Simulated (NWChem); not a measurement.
System: C₂H₂F₂OSi; SMILES C1([Si@@H](OC=1)F)F

Input file for NWChem:

```
start job
memory heap 200 mb stack 900 mb global 1100 mb
geometry units angstroms noautosym nocenter noautoz
  F     -0.925800    -2.125616    -0.050523
  C     -0.190510    -1.029450    -0.046446
  C      1.126447    -0.869426    -0.287331
  O      1.444688     0.473210    -0.122299
  Si    -0.161576     0.757167     0.412297
  F     -0.929223     1.853339    -0.483343
  H      1.932793    -1.561633    -0.549133
  H     -0.252754     1.209101     1.815588
end
basis spherical
  F library pcsseg-1
  C library pcsseg-1
  O library pcsseg-1
  Si library pcsseg-1
  H library pcsseg-1
end
dft
  xc slater vwn_5
  iterations 150
end
property
  shielding
end
task dft property
```

NWChem printed, in part:

```
             Northwest Computational Chemistry Package (NWChem) 7.3.0
             --------------------------------------------------------

                             Geometry "geometry" -> ""
                             -------------------------

 Output coordinates in angstroms (scale by  1.889725989 to convert to a.u.)

  No.       Tag          Charge          X              Y              Z
 ---- ---------------- ---------- -------------- -------------- --------------
    1 F                    9.0000    -0.92580000    -2.12561600    -0.05052300
    2 C                    6.0000    -0.19051000    -1.02945000    -0.04644600
    3 C                    6.0000     1.12644700    -0.86942600    -0.28733100
    4 O                    8.0000     1.44468800     0.47321000    -0.12229900
    5 Si                  14.0000    -0.16157600     0.75716700     0.41229700
    6 F                    9.0000    -0.92922300     1.85333900    -0.48334300
    7 H                    1.0000     1.93279300    -1.56163300    -0.54913300
    8 H                    1.0000    -0.25275400     1.20910100     1.81558800

 Effective nuclear repulsion energy (a.u.)     296.0597462746

                              NWChem Property Module
                              ----------------------

  itol2e modified to match energy
  convergence criterion.

                                 NWChem DFT Module
                                 -----------------

 Summary of "ao basis" -> "ao basis" (spherical)
 ------------------------------------------------------------------------------
       Tag                 Description            Shells   Functions and Types
 ---------------- ------------------------------  ------  ---------------------
 F                          pcsseg-1                 7       17   3s3p1d
 C                          pcsseg-1                 7       17   3s3p1d
 O                          pcsseg-1                 7       17   3s3p1d
 Si                         pcsseg-1                10       24   4s5p1d
 H                          pcsseg-1                 3        5   2s1p

  itol2e modified to match energy
  convergence criterion.

            General Information
            -------------------
          SCF calculation type: DFT
          Wavefunction type:  closed shell.
          No. of atoms     :     8
          No. of electrons :    54
           Alpha electrons :    27
            Beta electrons :    27
          Charge           :     0
          Spin multiplicity:     1
          Use of symmetry is: off; symmetry adaption is: off
          Maximum number of iterations: 150
          AO basis - number of functions:   119
                     number of shells:    51
          Convergence on energy requested:  1.00D-07
          Convergence on density requested:  1.00D-05
          Convergence on gradient requested:  5.00D-04

              XC Information
              --------------
                        Slater Exchange Functional  1.000 local
                      VWN V Correlation Functional  1.000 local

             Grid Information
             ----------------
          Grid used for XC integration:  fine
          Radial quadrature: Mura-Knowles
          Angular quadrature: Lebedev.
          Tag              B.-S. Rad. Rad. Pts. Rad. Cut. Ang. Pts.
          ---              ---------- --------- --------- ---------
          F                   0.50       70          12.0       590
          C                   0.70       70          10.0       590
          O                   0.60       70           8.0       590
          Si                  1.10      123          11.0       770
          H                   0.35       60          12.0       590
          Grid pruning is: on
          Number of quadrature shells:   593
          Spatial weights used:  Erf1

      Superposition of Atomic Density Guess
      -------------------------------------

 Sum of atomic energies:        -638.59484097

      Non-variational initial energy
      ------------------------------

 Total energy =    -640.967724
 1-e energy   =   -1472.709889
 2-e energy   =     535.682418
 HOMO         =      -0.259747
 LUMO         =       0.021359

   convergence    iter        energy       DeltaE   RMS-Dens  Diis-err
 ---------------- ----- ----------------- --------- --------- ---------
 d= 0,ls=0.0,diis     1   -638.0000251282 -9.34D+02  1.71D-02  2.45D+00
 d= 0,ls=0.0,diis     2   -637.5679300333  4.32D-01  1.38D-02  6.74D+00
 d= 0,ls=0.0,diis     3   -638.1184702078 -5.51D-01  6.10D-03  5.80D-01
 d= 0,ls=0.0,diis     4   -638.1286353488 -1.02D-02  3.62D-03  3.92D-01
 d= 0,ls=0.0,diis     5   -638.1730248777 -4.44D-02  7.94D-04  1.33D-02
  Resetting Diis
 d= 0,ls=0.0,diis     6   -638.1743471323 -1.32D-03  2.37D-04  1.46D-03
 d= 0,ls=0.0,diis     7   -638.1744705815 -1.23D-04  1.78D-04  2.53D-04
 d= 0,ls=0.0,diis     8   -638.1744156579  5.49D-05  1.18D-04  1.01D-03
 d= 0,ls=0.0,diis     9   -638.1744891158 -7.35D-05  1.40D-05  4.67D-06
 d= 0,ls=0.0,diis    10   -638.1744894304 -3.15D-07  5.96D-06  1.10D-06
 d= 0,ls=0.0,diis    11   -638.1744895330 -1.03D-07  1.61D-06  7.73D-08
 d= 0,ls=0.0,diis    12   -638.1744895415 -8.47D-09  4.31D-07  5.83D-09

         Total DFT energy =     -638.174489541513
      One electron energy =    -1475.299298747309
           Coulomb energy =      599.445209178321
    Exchange-Corr. energy =      -58.380146247161
 Nuclear repulsion energy =      296.059746274636

 Numeric. integr. density =       53.999998879968

                       DFT Final Molecular Orbital Analysis
                       ------------------------------------

 Vector   25  Occ=2.000000D+00  E=-3.358030D-01
              MO Center=  1.1D+00,  2.9D-01, -8.3D-02, r^2= 2.1D+00
   Bfn.  Coefficient  Atom+Function         Bfn.  Coefficient  Atom+Function
  ----- ------------  ---------------      ----- ------------  ---------------
    58      0.386219  4 O  px                61      0.338893  4 O  px
    20      0.249481  2 C  s                 55      0.209230  4 O  px
    82     -0.176392  5 Si px                54      0.148048  4 O  s
    19      0.137083  2 C  s                110     -0.136322  7 H  s
    53      0.109952  4 O  s                 37     -0.108436  3 C  s

 Vector   26  Occ=2.000000D+00  E=-2.930157D-01
              MO Center= -2.4D-01, -5.1D-01,  2.1D-01, r^2= 3.3D+00
   Bfn.  Coefficient  Atom+Function         Bfn.  Coefficient  Atom+Function
  ----- ------------  ---------------      ----- ------------  ---------------
    20      0.245583  2 C  s                 83     -0.230441  5 Si py
   115     -0.217618  8 H  s                116     -0.182676  8 H  s
    24     -0.178450  2 C  px                 7      0.176485  1 F  px
    10      0.174065  1 F  px                25      0.169906  2 C  py
    41      0.170602  3 C  px                11     -0.166762  1 F  py

 Vector   27  Occ=2.000000D+00  E=-2.196169D-01
              MO Center=  5.3D-01, -5.9D-01, -1.3D-01, r^2= 2.4D+00
   Bfn.  Coefficient  Atom+Function         Bfn.  Coefficient  Atom+Function
  ----- ------------  ---------------      ----- ------------  ---------------
    63      0.321651  4 O  pz                60      0.282974  4 O  pz
    26     -0.278426  2 C  pz                29     -0.252146  2 C  pz
    43     -0.219715  3 C  pz                12      0.204584  1 F  pz
    46     -0.186380  3 C  pz                 9      0.180844  1 F  pz
    57      0.155312  4 O  pz                23     -0.130970  2 C  pz

 Vector   28  Occ=0.000000D+00  E=-6.934515D-02
              MO Center=  3.8D-01, -4.2D-01, -4.9D-02, r^2= 3.1D+00
   Bfn.  Coefficient  Atom+Function         Bfn.  Coefficient  Atom+Function
  ----- ------------  ---------------      ----- ------------  ---------------
    46      0.587655  3 C  pz                29     -0.372231  2 C  pz
    87     -0.363776  5 Si pz                43      0.348769  3 C  pz
   116      0.305391  8 H  s                 86      0.273050  5 Si py
    26     -0.243049  2 C  pz                95     -0.221499  6 F  s
    84     -0.186143  5 Si pz                40      0.172033  3 C  pz

 Vector   29  Occ=0.000000D+00  E=-4.157386D-02
              MO Center= -3.5D-01,  4.6D-01,  4.4D-01, r^2= 3.8D+00
   Bfn.  Coefficient  Atom+Function         Bfn.  Coefficient  Atom+Function
  ----- ------------  ---------------      ----- ------------  ---------------
    85      0.733305  5 Si px                20      0.580712  2 C  s
    72     -0.480323  5 Si s                 54     -0.411032  4 O  s
    82      0.356156  5 Si px                86      0.357009  5 Si py
    28      0.339904  2 C  py                37     -0.307993  3 C  s
   116      0.238404  8 H  s                 44      0.186741  3 C  px

[...]

          -----------------------------------------
          Chemical Shielding Tensors (GIAO, in ppm)
          -----------------------------------------

                                NWChem CPHF Module
                                ------------------

  scftype          =     RHF
  nclosed          =       27
  nopen            =        0
  variables        =     2484
  # of vectors     =        3
  tolerance        = 0.10D-03
  level shift      = 0.00D+00
  max iterations   =       50
  max subspace     =       30

 SCF residual:    2.3081085811192846E-005

Iterative solution of linear equations
  No. of variables     2484
  No. of equations        3
  Maximum subspace       30
        Iterations       50
       Convergence  1.0D-04

   iter   nsub   residual    time
   ----  ------  --------  ---------
     1      3    1.17D-05      45.5

      Atom:    1  F
        Diamagnetic
    473.5598     13.7458      0.5981
     13.7458    484.6610     -0.3803
      0.5981     -0.3803    466.2940

        Paramagnetic
   -202.2343    -39.3470      8.1134
    -39.3470   -203.9165    -19.0441
      8.1134    -19.0441    -59.6770

        Total Shielding Tensor
    271.3255    -25.6012      8.7115
    -25.6012    280.7445    -19.4245
      8.7115    -19.4245    406.6170

           isotropic =     319.5623
          anisotropy =     136.6930

          Principal Components and Axis System
                 1           2           3
              410.6910    298.2130    249.7831

      1         0.0917     -0.6457      0.7581
      2        -0.1649      0.7409      0.6510
      3         0.9820      0.1847      0.0385

      Atom:    2  C
        Diamagnetic
    259.4173     10.5656     -5.0904
     10.5656    260.0762      4.2159
     -5.0904      4.2159    229.3958

        Paramagnetic
   -210.8148     -3.7159     -3.6074
     -3.7159   -296.6931    -36.9462
     -3.6074    -36.9462   -171.7721

        Total Shielding Tensor
     48.6026      6.8498     -8.6978
      6.8498    -36.6168    -32.7304
     -8.6978    -32.7304     57.6237

           isotropic =      23.2031
          anisotropy =      73.7952

          Principal Components and Axis System
                 1           2           3
               72.4000    -47.0326     44.2421

      1        -0.4006     -0.0415      0.9153
      2        -0.2865      0.9546     -0.0821
      3         0.8703      0.2951      0.3943

      Atom:    3  C
        Diamagnetic
    260.5937      6.4996     -3.2524
      6.4996    267.3237      3.9560
     -3.2524      3.9560    239.3265

        Paramagnetic
   -202.3685    -13.6918     17.5736
    -13.6918   -344.8942    -29.6506
     17.5736    -29.6506   -161.7030

        Total Shielding Tensor
     58.2252     -7.1922     14.3212
     -7.1922    -77.5705    -25.6946
     14.3212    -25.6946     77.6235

           isotropic =      19.4261
          anisotropy =     104.8313

          Principal Components and Axis System
                 1           2           3
               89.3136    -81.8815     50.8461

      1         0.4427      0.0347      0.8960
      2        -0.1551      0.9872      0.0383
      3         0.8832      0.1559     -0.4424

      Atom:    4  O
        Diamagnetic
    392.7017     -2.0442     -6.5919
     -2.0442    405.1301      6.8868
     -6.5919      6.8868    376.5676

        Paramagnetic
   -165.6942    -50.2123     50.6007
    -50.2123   -174.9415     -0.6829
     50.6007     -0.6829   -105.4288

        Total Shielding Tensor
    227.0075    -52.2565     44.0088
    -52.2565    230.1885      6.2040
     44.0088      6.2040    271.1389

           isotropic =     242.7783
          anisotropy =      96.5219

          Principal Components and Axis System
                 1           2           3
              307.1263    257.5754    163.6333

      1         0.6197     -0.2968      0.7266
      2        -0.3649      0.7107      0.6015
      3         0.6949      0.6378     -0.3321

      Atom:    5  Si
        Diamagnetic
    881.2537     -3.0616     -0.2527
     -3.0616    882.9956     -0.8969
     -0.2527     -0.8969    875.5122

        Paramagnetic
   -568.6028     17.6118      5.3324
     17.6118   -561.2088     29.1484
      5.3324     29.1484   -558.3232

        Total Shielding Tensor
    312.6508     14.5502      5.0797
     14.5502    321.7869     28.2515
      5.0797     28.2515    317.1890

           isotropic =     317.2089
          anisotropy =      53.5062

          Principal Components and Axis System
                 1           2           3
              352.8797    309.4839    289.2631

      1         0.3359      0.8953      0.2926
      2         0.7147     -0.0400     -0.6983
      3         0.6135     -0.4437      0.6533

      Atom:    6  F
        Diamagnetic
    468.8639    -10.0172      7.6527
    -10.0172    475.9463    -11.4568
      7.6527    -11.4568    467.9175

        Paramagnetic
   -148.2968     13.1442    -13.4478
     13.1442   -217.8438    -45.6703
    -13.4478    -45.6703   -194.5902

        Total Shielding Tensor
    320.5671      3.1270     -5.7952
      3.1270    258.1024    -57.1272
     -5.7952    -57.1272    273.3273

           isotropic =     283.9990
          anisotropy =      66.8008

          Principal Components and Axis System
                 1           2           3
              328.5328    315.4004    208.0636

      1        -0.6283      0.7778      0.0131
      2        -0.5067     -0.4219      0.7518
      3         0.5903      0.4658      0.6592

      Atom:    7  H
        Diamagnetic
     32.3520     -7.3345     -3.4799
     -7.3345     32.0502      3.3447
     -3.4799      3.3447     21.5164

        Paramagnetic
     -6.6228      7.2678      3.4590
      7.2678     -9.9283     -3.6924
      3.4590     -3.6924      0.6236

        Total Shielding Tensor
     25.7292     -0.0667     -0.0209
     -0.0667     22.1219     -0.3476
     -0.0209     -0.3476     22.1400

           isotropic =      23.3304
          anisotropy =       3.6002

          Principal Components and Axis System
                 1           2           3
               25.7305     22.4784     21.7822

      1         0.9998     -0.0097      0.0158
      2        -0.0181     -0.6972      0.7167
      3        -0.0041      0.7168      0.6972

      Atom:    8  H
        Diamagnetic
     21.5452     -0.9133     -1.2620
     -0.9133     24.0418      5.1650
     -1.2620      5.1650     36.0215

        Paramagnetic
      0.4998      0.5639      1.6157
      0.5639     -1.1824     -3.2426
      1.6157     -3.2426     -5.8326

        Total Shielding Tensor
     22.0450     -0.3494      0.3537
     -0.3494     22.8594      1.9224
      0.3537      1.9224     30.1889

           isotropic =      25.0311
          anisotropy =       8.4589

          Principal Components and Axis System
                 1           2           3
               30.6704     22.6696     21.7533

      1         0.0302     -0.5563      0.8304
      2         0.2376      0.8110      0.5346
      3         0.9709     -0.1812     -0.1567
```

Level: LDA (Slater exchange, VWN5)/pcSseg-1, GIAO. The geometry was optimised at PBE0/def2-SVP. The printed shielding anisotropy is the first printed principal value minus the mean of the other two.
